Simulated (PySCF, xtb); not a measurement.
H₃InOS₂, SMILES [OH][In]([SH])[SH]. Other conformers were not sampled.

Harmonic wavenumbers (cm⁻¹) from GFN2-xTB run with xtb 6.7.1 at its own minimum, in rising order: 67, 70, 98, 114, 169, 211, 281, 340, 423, 569, 616, 646, 2384, 2411, 3634.

What does PySCF with B3LYP-D3(BJ)/def2-SVP give at its own minimum? (An estimate is asked for; the answer gives what the named calculation found.)

75, 104, 112, 122, 206, 227, 320, 363, 596, 654, 694, 797, 2664, 2666, 3823. Paired by order, the mean absolute difference is 93 cm⁻¹ and the zero-point energies are 17.2 and 19.2 kcal/mol.
